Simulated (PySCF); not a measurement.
C2H4F2Si2, SMILES F[SiH](F)C#C[SiH3].

Geometry: PBE-D3(BJ)/def2-SVP. This is a generated structure with no PubChem entry under its InChIKey; it may be hypothetical.

Method: PBE-D3(BJ)/def2-SVP (PySCF).

Frequencies are harmonic and unscaled.

A small imaginary wavenumber (i) marks a very flat motion, where grid noise or a shallow saddle decides the sign.

| mode | ν (cm⁻¹) | IR (km/mol) | Raman (Å⁴/amu) | depolarisation | moving atoms (share of kinetic energy) |
|---|---|---|---|---|---|
| 1 | 17i | 0.0 | 0.0 | – | H 93 % |
| 2 | 67 | 0.1 | 0.7 | 0.75 | F 50 %, C 28 %, Si 15 % |
| 3 | 82 | 1.1 | 0.6 | 0.75 | C 52 %, F 21 %, Si 16 %, H 11 % |
| 4 | 210 | 3.5 | 3.6 | 0.75 | C 51 %, F 29 %, H 12 %, Si 9 % |
| 5 | 228 | 13.0 | 3.8 | 0.65 | F 44 %, C 33 %, Si 15 %, H 9 % |
| 6 | 292 | 10.9 | 4.8 | 0.73 | F 42 %, C 36 %, Si 15 % |
| 7 | 371 | 13.4 | 4.3 | 0.47 | Si 42 %, F 29 %, C 21 % |
| 8 | 373 | 5.3 | 4.9 | 0.75 | C 80 %, F 10 % |
| 9 | 469 | 58.4 | 1.6 | 0.22 | Si 62 %, C 26 % |
| 10 | 651 | 36.8 | 1.7 | 0.75 | H 74 %, C 16 %, Si 10 % |
| 11 | 652 | 37.2 | 1.6 | 0.75 | H 74 %, C 16 %, Si 10 % |
| 12 | 792 | 115.1 | 8.0 | 0.14 | C 60 %, Si 21 %, F 17 % |
| 13 | 797 | 94.5 | 8.0 | 0.74 | H 79 %, F 16 % |
| 14 | 805 | 16.6 | 11.7 | 0.75 | H 85 %, F 14 % |
| 15 | 866 | 705.2 | 9.4 | 0.74 | H 40 %, Si 31 %, F 23 % |
| 16 | 900 | 14.9 | 46.2 | 0.49 | H 61 %, Si 21 %, F 12 % |
| 17 | 902 | 32.2 | 31.6 | 0.75 | H 97 % |
| 18 | 903 | 41.0 | 31.8 | 0.75 | H 97 % |
| 19 | 951 | 189.4 | 2.1 | 0.75 | Si 50 %, F 42 % |
| 20 | 2164 | 10.3 | 440.3 | 0.20 | C 93 % |
| 21 | 2182 | 75.3 | 226.1 | 0.01 | H 93 % |
| 22 | 2189 | 71.2 | 127.0 | 0.75 | H 96 % |
| 23 | 2190 | 69.5 | 129.2 | 0.73 | H 96 % |
| 24 | 2259 | 100.4 | 178.2 | 0.18 | H 97 % |
